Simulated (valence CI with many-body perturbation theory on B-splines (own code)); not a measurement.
# Forbidden lines of Sm11+

Method: relativistic CI+MBPT: five valence electrons over a frozen Dirac-Fock core [Kr] 4d10, a basis of 7 s, 7 p, 7 d, 7 f, 4 g, 2 h functions for each j, with the one-electron correlation potential Σ1 (screened to all orders), the two-electron term Σ2, the three-electron term Σ3, Breit, model QED; selected single and double excitations, second order for the rest, scaled by the run's own slope (own B-spline code, finite nucleus).

No measured levels were compared; by estimate terms of the open shell hold to a few per cent of their energy, and close levels can change places. Among the levels kept, up to 2300 cm⁻¹ of a level comes from second order outside the variational space, and about a tenth of that is noise between levels of different J, which matters for small intervals.

Lines 51 to 100 of 120 in falling wavelength, among levels below 23.277 eV, chosen from the decays that carry over 1 % of a level's rate. Wavelengths and rates use the calculated energies, so an error of 2000 cm⁻¹ moves a line at 770.1 nm by 15 % and its rate by three times that or more. Electric multipoles are in the length gauge, E1 and E2 with the static RPA response of the core. S is in atomic units (e²a₀⁴ for E2 and M2, e²a₀⁶ for E3), for M1 in squared Bohr magnetons. Weak lines are less certain than strong ones. Lines between different terms over intervals too small for the method are left out, as are lines whose strength nearly cancels. Where a level lies close to another of its J and parity, the split of strength between their lines is uncertain.

Names give the largest LS component (configuration and term), which can be under half, so a name can repeat, a term be missing and a line seem to break the LS rules; names also repeat where a configuration has a term twice. Letters in brackets count levels of one name in rising energy.

| λ vac (nm) | Upper | Lower | Type | A (s⁻¹) | S (a.u.) |
| --- | --- | --- | --- | --- | --- |
| 770.1 | 4f3 5s2 2D°_3/2 [a] | 4f3 5s2 4F°_5/2 | M1 | 3.80e+00 | 2.58e-01 |
| 766.4 | 4f3 5s2 2L°_15/2 | 4f3 5s2 2K°_15/2 | M1 | 3.35e+00 | 8.94e-01 |
| 724.0 | 4f3 5s2 2I°_11/2 | 4f3 5s2 4G°_9/2 | M1 | 2.88e-01 | 4.86e-02 |
| 708.1 | 4f3 5s2 2I°_13/2 | 4f3 5s2 2K°_15/2 | M1 | 4.31e-01 | 7.93e-02 |
| 706.5 | 4f3 5s2 2G°_9/2 [a] | 4f3 5s2 2H°_9/2 [a] | M1 | 1.33e-01 | 1.74e-02 |
| 702.3 | 4f3 5s2 4D°_5/2 | 4f3 5s2 4G°_7/2 | M1 | 8.71e-02 | 6.71e-03 |
| 680.5 | 4f3 5s2 2P°_1/2 | 4f3 5s2 4S°_3/2 | M1 | 3.63e+00 | 8.47e-02 |
| 675.0 | 4f3 5s2 2D°_3/2 [a] | 4f3 5s2 4F°_3/2 | M1 | 2.98e+00 | 1.36e-01 |
| 660.9 | 4f3 5s2 2I°_11/2 | 4f3 5s2 2K°_13/2 | M1 | 5.27e-01 | 6.77e-02 |
| 660.6 | 4f3 5s2 4G°_11/2 | 4f3 5s2 2H°_9/2 [a] | M1 | 3.58e-02 | 4.59e-03 |
| 638.9 | 4f3 5s2 2D°_5/2 [a] | 4f3 5s2 4S°_3/2 | M1 | 2.70e-01 | 1.57e-02 |
| 638.1 | 4f3 5s2 2D°_5/2 [a] | 4f3 5s2 4F°_7/2 | M1 | 5.31e+00 | 3.07e-01 |
| 636.0 | 4f3 5s2 2H°_9/2 [a] | 4f3 5s2 4I°_11/2 | M1 | 3.15e+00 | 3.01e-01 |
| 609.1 | 4f3 5s2 2L°_15/2 | 4f3 5s2 2K°_13/2 | M1 | 3.20e+00 | 4.29e-01 |
| 583.0 | 4f3 5s2 4D°_3/2 | 4f3 5s2 4G°_5/2 | M1 | 7.28e-02 | 2.14e-03 |
| 580.8 | 4f3 5s2 2D°_5/2 [a] | 4f3 5s2 4F°_5/2 | M1 | 9.18e-01 | 4.00e-02 |
| 579.7 | 4f3 5s2 4D°_7/2 | 4f3 5s2 4G°_9/2 | M1 | 7.54e-02 | 4.36e-03 |
| 578.4 | 4f3 5s2 4D°_5/2 | 4f3 5s2 4G°_5/2 | M1 | 5.43e-01 | 2.34e-02 |
| 572.8 | 4f3 5s2 4D°_5/2 | 4f3 5s2 2G°_7/2 [a] | M1 | 1.04e-01 | 4.33e-03 |
| 571.7 | 4f3 5s2 2I°_13/2 | 4f3 5s2 2K°_13/2 | M1 | 1.77e+00 | 1.71e-01 |
| 557.1 | 4f3 5s2 2H°_11/2 [a] | 4f3 5s2 4I°_13/2 | M1 | 4.12e+00 | 3.17e-01 |
| 553.4 | 4f3 5s2 4D°_7/2 | 4f3 5s2 4G°_7/2 | M1 | 1.37e-01 | 6.90e-03 |
| 552.7 | 4f3 5s2 2P°_1/2 | 4f3 5s2 4F°_3/2 | M1 | 7.00e-01 | 8.77e-03 |
| 544.8 | 4f3 5s2 4D°_1/2 | 4f3 5s2 4G°_5/2 | E2 | 1.54e-02 | 1.32e-01 |
| 527.8 | 4f3 5s2 2H°_9/2 [a] | 4f3 5s2 4I°_9/2 | M1 | 5.55e+00 | 3.02e-01 |
| 524.9 | 4f3 5s2 2D°_5/2 [a] | 4f3 5s2 4F°_3/2 | M1 | 3.95e-01 | 1.27e-02 |
| 503.6 | 4f3 5s2 2P°_3/2 | 4f3 5s2 4S°_3/2 | M1 | 3.04e+00 | 5.75e-02 |
| 501.3 | 4f3 5s2 2I°_11/2 | 4f3 5s2 2H°_11/2 [a] | M1 | 1.23e+00 | 6.89e-02 |
| 500.5 | 4f3 5s2 4F°_9/2 | 4f3 5s2 4I°_11/2 | M1 | 1.09e+00 | 5.09e-02 |
| 473.1 | 4f3 5s2 4F°_7/2 | 4f3 5s2 4I°_9/2 | M1 | 3.54e-02 | 1.11e-03 |
| 469.2 | 4f3 5s2 2H°_11/2 [a] | 4f3 5s2 4I°_11/2 | M1 | 1.95e+00 | 8.96e-02 |
| 466.7 | 4f3 5s2 2P°_3/2 | 4f3 5s2 4F°_5/2 | M1 | 3.75e+00 | 5.66e-02 |
| 448.2 | 4f3 5s2 2I°_13/2 | 4f3 5s2 2H°_11/2 [a] | M1 | 4.21e-01 | 1.97e-02 |
| 440.2 | 4f3 5s2 2K°_15/2 | 4f3 5s2 4I°_15/2 | M1 | 6.38e+00 | 3.23e-01 |
| 439.2 | 4f3 5s2 2K°_13/2 | 4f3 5s2 4I°_13/2 | M1 | 2.57e+00 | 1.13e-01 |
| 438.6 | 4f3 5s2 4D°_3/2 | 4f3 5s2 4S°_3/2 | M1 | 2.42e-01 | 3.03e-03 |
| 438.6 | 4f3 5s2 4D°_3/2 | 4f3 5s2 4S°_3/2 | E2 | 1.43e-02 | 8.27e-02 |
| 438.3 | 4f3 5s2 4D°_3/2 | 4f3 5s2 4F°_7/2 | E2 | 2.12e-02 | 1.22e-01 |
| 436.0 | 4f3 5s2 4D°_5/2 | 4f3 5s2 4S°_3/2 | M1 | 1.46e-01 | 2.69e-03 |
| 435.7 | 4f3 5s2 4D°_5/2 | 4f3 5s2 4F°_7/2 | M1 | 2.04e-01 | 3.75e-03 |
| 431.0 | 4f3 5s2 4F°_9/2 | 4f3 5s2 4I°_9/2 | M1 | 1.09e+00 | 3.24e-02 |
| 430.0 | 4f3 5s2 2P°_3/2 | 4f3 5s2 4F°_3/2 | M1 | 1.36e+00 | 1.61e-02 |
| 416.7 | 4f3 5s2 4D°_1/2 | 4f3 5s2 4S°_3/2 | M1 | 2.16e-01 | 1.16e-03 |
| 415.3 | 4f3 5s2 4G°_11/2 | 4f3 5s2 4I°_15/2 | E2 | 4.77e-02 | 6.31e-01 |
| 408.1 | 4f3 5s2 4D°_5/2 | 4f3 5s2 4F°_5/2 | M1 | 6.25e-02 | 9.45e-04 |
| 404.5 | 4f3 5s2 4D°_7/2 | 4f3 5s2 4F°_9/2 | M1 | 4.84e-02 | 9.50e-04 |
| 404.5 | 4f3 5s2 4D°_7/2 | 4f3 5s2 4F°_9/2 | E2 | 3.42e-02 | 2.64e-01 |
| 391.6 | 4f3 5s2 2I°_11/2 | 4f3 5s2 2H°_9/2 [a] | M1 | 4.32e-01 | 1.15e-02 |
| 391.2 | 4f3 5s2 4D°_1/2 | 4f3 5s2 4F°_5/2 | E2 | 3.46e-02 | 5.65e-02 |
| 382.7 | 4f3 5s2 2K°_13/2 | 4f3 5s2 4I°_11/2 | M1 | 4.92e+00 | 1.43e-01 |
